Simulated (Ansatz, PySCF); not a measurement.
Potential energy curve for SMILES [BeH2] (H2Be). The Be1–H3 bond (Be1 also carries H; H3 carries nothing else) is pulled apart rigidly from the PBE0/def2-TZVP optimised geometry.

Levels: RKS-PBE = restricted PBE/cc-pVTZ run with Ansatz (a first-principles code); UKS-PBE = unrestricted PBE/cc-pVTZ (Ansatz); RKS-B3LYP = restricted B3LYP/cc-pVTZ (PySCF); FCI = Ansatz with full CI/cc-pVTZ, frozen core.

Energies relative to the lowest point of each curve near equilibrium, in kcal/mol; the last columns give the error against full CI:

```
R / Å  RKS-PBE  UKS-PBE  RKS-B3LYP   FCI  RKS-PBE − FCI  UKS-PBE − FCI  RKS-B3LYP − FCI
-----  -------  -------  ---------  ----  -------------  -------------  ---------------
0.99      35.3     35.3       33.9  35.4           -0.1           -0.1             -1.5
1.08      16.7     16.7       15.6  16.6            0.1            0.1             -1.0
1.11      12.4     12.4       11.5  12.3            0.2            0.2             -0.8
1.20       4.0      4.0        3.4   3.8            0.2            0.2             -0.4
1.26       1.2      1.2        0.8   1.1            0.1            0.1             -0.2
1.32       0.1      0.1        0.0   0.0            0.0            0.0              0.0
1.34       0.0      0.0        0.0   0.0            0.0            0.0              0.0
1.38       0.3      0.3        0.5   0.3           -0.1           -0.1              0.1
1.43       1.3      1.3        1.7   1.4           -0.2           -0.2              0.3
1.47       2.5      2.5        3.1   2.7           -0.2           -0.2              0.4
1.57       6.7      6.7        7.7   7.2           -0.5           -0.5              0.6
1.64      10.4     10.4       11.7  11.0           -0.6           -0.6              0.7
1.80      20.3     20.3       22.2  21.2           -1.0           -1.0              1.0
2.00      33.5     33.5       36.3  34.8           -1.3           -1.3              1.5
2.21      47.1     47.1       50.7  48.4           -1.3           -1.3              2.2
2.39      57.9     57.9       62.1  58.9           -0.9           -0.9              3.2
2.64      71.2     71.2       76.2  70.9            0.3            0.3              5.3
2.99      86.4     83.1       92.5  82.8            3.5            0.3              9.6
3.23      94.6     87.4      101.4  88.0            6.6           -0.6             13.4
3.66     105.7     91.0      113.8  92.9           12.7           -2.0             20.8
4.07     112.8     92.1      122.0  94.8           18.1           -2.7             27.2
4.71     119.5     92.5      130.2  95.6           23.9           -3.1             34.6
```

RKS-PBE is furthest from FCI at 4.71 (23.9 kcal/mol, above); its mean absolute error over the points is 3.3 kcal/mol.

UKS-PBE is furthest from FCI at 4.71 (-3.1 kcal/mol, below); its mean absolute error over the points is 0.7 kcal/mol.

RKS-B3LYP is furthest from FCI at 4.71 (34.6 kcal/mol, above); its mean absolute error over the points is 5.7 kcal/mol.

The restricted form behind RKS-PBE, RKS-B3LYP keeps the bonding electrons paired and can't separate into open-shell fragments. The unrestricted determinant behind UKS-PBE is spin-contaminated at 2.99 to 4.71 Å (<S²> up to 1.0, against 0.00 for a pure singlet). At the longest distance RKS-B3LYP leaves fractional charges on the fragments, a sign of delocalisation error or of the restricted form.
